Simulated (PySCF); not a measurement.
CaCl₂, SMILES [Cl][Ca][Cl].

Coordinates come from a r2SCAN-D4/def2-TZVP optimisation. The isomer is the one that the SMILES or the coordinates give; other isomers of the formula were not compared.

Two levels are set side by side: TDA-PBE/def2-TZVPD (PySCF) and TDA-B3LYP/def2-TZVPD (PySCF). Vertical, same geometry. The lowest singlet is HOMO→LUMO 100 % with PBE and HOMO−1→LUMO 100 % with the other functional; states are paired by order. Differences are taken from unrounded values.

| quantity | TDA-B3LYP | TDA-PBE | TDA-PBE minus TDA-B3LYP |
|---|---|---|---|
| lowest singlet excitation (eV) | 4.65 | 4.16 | -0.48 |
| lowest triplet excitation (TDA) (eV) | 4.57 | 4.08 | -0.49 |

A lower first singlet is the usual sign of a functional without exact exchange. Differences between two approximate levels are no errors against the true value.

Rough cost on one machine, each run with all the roots and properties that it gave: TDA-B3LYP against TDA-PBE about 3 times.
